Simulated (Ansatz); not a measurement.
Coupled-cluster run, C₃H₁₀GeO (`CC(C)[O][GeH3]`).

```yaml
crystal:
  periodic: [false, false, false]
  atoms:
    - {symbol: C, position_ang: [-0.865450, -1.212826, -0.063475]}
    - {symbol: C, position_ang: [0.121531, -0.198995, 0.485640]}
    - {symbol: C, position_ang: [1.306447, -0.865488, 1.151073]}
    - {symbol: O, position_ang: [0.633162, 0.630860, -0.544539]}
    - {symbol: Ge, position_ang: [-0.380392, 1.910421, -1.249717]}
    - {symbol: H, position_ang: [-1.729221, -0.724008, -0.521773]}
    - {symbol: H, position_ang: [-0.381601, -1.831801, -0.823338]}
    - {symbol: H, position_ang: [-1.235163, -1.864237, 0.732130]}
    - {symbol: H, position_ang: [-0.394924, 0.424336, 1.233900]}
    - {symbol: H, position_ang: [1.999954, -0.114999, 1.533673]}
    - {symbol: H, position_ang: [1.839529, -1.487698, 0.427841]}
    - {symbol: H, position_ang: [0.981505, -1.497342, 1.981061]}
    - {symbol: H, position_ang: [0.606686, 2.835771, -1.968243]}
    - {symbol: H, position_ang: [-1.400729, 1.318998, -2.241594]}
    - {symbol: H, position_ang: [-1.123134, 2.626306, -0.103241]}
basis:
  gaussian: {orbitals: def2-SVP}
correlation: {method: ccsd_t}
```

```sh
$ ansatz run in.yaml --threads 4 --pin off --events-out ev --progress --plain --max-ram 11315MiB
```

Log, shortened:

```
Functional definition: HF
1397 factors; integrals over basis functions are off by at most 1.2e-3 eV
mean field evaluation 1: about -61745.7882 eV, gradient 3.8e1 eV
mean field evaluation 2: about -61745.8791 eV, gradient 3.8e1 eV
mean field evaluation 4: about -61749.5215 eV, gradient 5.0e0 eV
mean field evaluation 8: about -61749.5869 eV, gradient 1.2e-4 eV
mean field -61749.58692828 eV, -2269.2554642409 hartree, gradient 7.9e-6 eV, S^2 0.000000; 0 other end points of the search recorded, 0 dependent functions left out
13 core orbitals not correlated: weight in the atoms' cores, before any rotation towards them, 1.000 or more for the frozen orbitals, at most 0.000 for the correlated occupied ones
reference -61749.58692828 eV, -2269.2554642409 hartree; 21, 21 occupied and 104, 104 virtual orbitals, 1397 factors
second order -23.29888877 eV of doubles, -0.00000000 eV of singles
cycle   1  -23.95386170 eV  change   -6.5e-1 eV  update   1.1e-1
cycle   2  -24.64352253 eV  change   -6.9e-1 eV  update   3.2e-2
cycle   3  -24.78574094 eV  change   -1.4e-1 eV  update   1.6e-2
cycle   4  -24.77878013 eV  change    7.0e-3 eV  update   3.4e-3
cycle   5  -24.77979007 eV  change   -1.0e-3 eV  update   1.5e-3
cycle   6  -24.77993417 eV  change   -1.4e-4 eV  update   4.3e-4
cycle   7  -24.77967492 eV  change    2.6e-4 eV  update   1.7e-4
cycle   8  -24.77967077 eV  change    4.1e-6 eV  update   5.8e-5
cycle   9  -24.77967820 eV  change   -7.4e-6 eV  update   2.0e-5
perturbative correction -0.69079316 eV, -0.0253861805 hartree
Total energy: -61775.05739965 eV, -2270.1914867992 hartree
```

Run time 24 s (4 threads of an Arm Neoverse V1 on a shared host); peak host memory 1.1 GiB.

MP2 recovers 91.5 % of the CCSD(T) correlation energy and the triples give 2.7 %; T1 = 0.0101.
